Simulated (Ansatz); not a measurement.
Species: C₂H₅Se, charge 0, doublet. C2H5Se (SMILES C[Se][CH2], doublet).
B3LYP-D3(BJ)/def2-TZVP minimum from Ansatz (a program for electronic structure):
```xyz
8

C      1.4301    -0.0714     0.7917
Se     0.0494     0.0674    -0.4351
C     -1.4551    -0.1887     0.7940
H      2.4388     0.0182     0.4212
H      1.2242    -0.0513     1.8506
H     -1.3838    -1.1707     1.2546
H     -2.3657    -0.1196     0.2037
H     -1.4437     0.5932     1.5494
```
Charge 0, spin multiplicity 2.

Quantity: atomisation energy (electronic, to ground-state atoms), in kcal/mol. Radicals and triplets start from unrestricted determinants; spin-orbit coupling is neglected. Cores are frozen in correlated methods (noble-gas shells, and filled d and f shells in the p block). No relativity. CBS(X,Y): correlation extrapolated as X^-3, Hartree-Fock from the larger set. A bracket is a step between two methods taken in the basis named. For partners of very few electrons the exact lower level stands in for a higher one.

CCSD(T)/CBS(cc-pVTZ,cc-pVQZ) + [CCSDT(Q) - CCSD(T)]/cc-pVDZ (Ansatz) gives 647.0 kcal/mol.

Q: How far off this value is PBE/def2-TZVPD (Ansatz), in which direction, and how far these levels: r2SCAN/def2-TZVPD, B3LYP/def2-TZVPD, PBE0/def2-TZVPD, wB97M-V/def2-TZVPD, CCSD(T)/CBS(cc-pVTZ,cc-pVQZ)?

A: PBE gives 660.5 kcal/mol, 13.5 kcal/mol above it. Differences of the others: r2SCAN/def2-TZVPD (Ansatz) 6.1; B3LYP/def2-TZVPD (Ansatz) -1.8; PBE0/def2-TZVPD (Ansatz) 3.6; wB97M-V/def2-TZVPD (Ansatz) -0.6; CCSD(T)/CBS(cc-pVTZ,cc-pVQZ) (Ansatz) -0.6 kcal/mol.
